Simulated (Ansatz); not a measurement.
`SC1[SiH2]S1` at its PBE0-D4/def2-TZVP geometry, where that method's forces vanish. Charge 0, multiplicity 1.

```tsv
atom	x (Å)	y (Å)	z (Å)
S1	-1.8312	0.6698	0.0216
C2	-0.3145	-0.1260	0.4838
Si3	1.2049	0.2114	-0.5146
S4	0.2526	-1.6389	-0.4590
H5	-2.6811	-0.2802	0.4526
H6	-0.1948	-0.2663	1.5539
H7	1.0666	1.0521	-1.7215
H8	2.4976	0.3782	0.1832
```

Question: For each bond, give half the difference of the two atoms' forces along it (eV/Å; positive pushes the atoms apart) under PBE-D4, r2SCAN-D4, B3LYP-D4, ωB97M-V in def2-TZVPP. (Best estimate.)

Answer: Ansatz gave: 
| bond | length (Å) | PBE-D4 | r2SCAN-D4 | B3LYP-D4 | ωB97M-V |
| --- | --- | --- | --- | --- | --- |
| S1–C2 | 1.774 | 0.11 | 0.10 | 0.22 | 0.18 |
| S1–H5 | 1.346 | 0.27 | 0.02 | -0.04 | -0.12 |
| C2–Si3 | 1.849 | 0.18 | 0.06 | 0.12 | 0.03 |
| C2–S4 | 1.871 | 0.30 | 0.22 | 0.31 | 0.02 |
| C2–H6 | 1.086 | 0.07 | -0.08 | -0.18 | -0.15 |
| Si3–S4 | 2.082 | 0.34 | 0.13 | 0.33 | 0.11 |
| Si3–H7 | 1.477 | 0.01 | -0.03 | -0.12 | -0.13 |
| Si3–H8 | 1.478 | 0.01 | -0.03 | -0.14 | -0.15 |

B3LYP here is the variant with VWN-RPA as its local correlation; programs differ in this.
